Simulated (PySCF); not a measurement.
# MoF4, triplet: structure and spectrum

Level of theory: UPBE0/[Mo def2-SVP with ECP28, F def2-SVP], scalar-relativistic core potentials, density fitting, no spin–orbit coupling, PySCF.

The structure is a minimum.

```xyz
5
charge 0 multiplicity 3, angstrom
Mo    0.0000    0.0000    0.0000
F    -0.0045   -1.0658    1.5073
F     1.5118    1.0594    0.0000
F    -0.0045   -1.0658   -1.5073
F    -1.5028    1.0722    0.0000
```

| Property | Result |
| --- | --- |
| Point group | Td |
| Bond lengths | Mo–F 1.846 Å (×4) |
| Bond angles | F–Mo–F 109.5° (×6) |
| Highest occupied level (α) | -7.37 eV |
| Zero-point energy | 19.8 kJ/mol |
| Atomisation energy without zero-point energy | 1930 kJ/mol |
| Lowest empty level (β) | -2.50 eV |
| Entropy at 298.15 K and 1 bar (electronic part: spin only) | 353.6 J/(mol K) |
| Principal polarisabilities | 29.0, 29.0, 29.0 bohr³ |
| Dipole moment | 0.00 D |
| Principal quadrupole moments (Buckingham, traceless) about the centre of mass | 0.00, 0.00, 0.00 D Å |
| Heat capacity Cp at 298.15 K | 87.7 J/(mol K) |
| Enthalpy at 298.15 K above 0 K | 20.80 kJ/mol |
| Rotational symmetry number | 12 |
| Spin squared ⟨S²⟩ | 2.005 |
| Rotational constants | 0.09764, 0.09764, 0.09764 cm⁻¹ |

Harmonic modes (masses in u: Mo 97.905, F 18.998):
```json
{"symmetry": "t2", "ω (cm⁻¹)": "84", "IR (km/mol, summed over degenerate members)": "106", "μ (u)": "23.51", "type": "bend"}
{"symmetry": "e", "ω (cm⁻¹)": "115", "IR (km/mol, summed over degenerate members)": "0.0", "μ (u)": "19.00", "type": "bend"}
{"symmetry": "t2", "ω (cm⁻¹)": "705", "IR (km/mol, summed over degenerate members)": "500", "μ (u)": "22.63", "type": "stretch"}
{"symmetry": "a1", "ω (cm⁻¹)": "716", "IR (km/mol, summed over degenerate members)": "0.0", "μ (u)": "19.00", "type": "stretch"}
```

In Td the vibrations span 2t2 + e + a1. The a1, e modes carry no infrared intensity, as symmetry demands.

Charges (e):
```tsv
atom	Mulliken	Löwdin	polar tensor	spin (Mulliken)	Mayer order to Mo1
Mo1	1.43	0.61	2.74	1.77	–
F2,3,4,5	-0.36	-0.15	-0.69	0.06	1.05
```

Mulliken populations on Mo1 (electrons outside its core potential): s 2.20, p 6.40, d 3.89, f 0.08.

Outer orbital energies (eV). α occupied: -12.73, -12.73, -12.73, -12.48, -12.48, -12.48, -7.37, -7.37; empty: -2.41, -2.41, -2.41, -0.63. β occupied: -13.36, -13.36, -12.44, -12.44, -12.44, -12.10, -12.10, -12.10; empty: -2.50, -2.50, -1.71, -1.71.

Formally Mo is in oxidation state +4, d2, with 2 unpaired electrons (the high-spin count). The Mulliken spin on Mo is 1.77. The polar-tensor charge on Mo, 2.74, is below the formal one.

This need not be the most stable arrangement of these atoms. With open d or f shells other occupations or spin states may lie lower.

The final relaxation and frequency run took 33 s on 2 threads of a shared Arm Neoverse V1 host, with 87 basis functions and 6 gradients; the process peaked at 1.2 GiB.
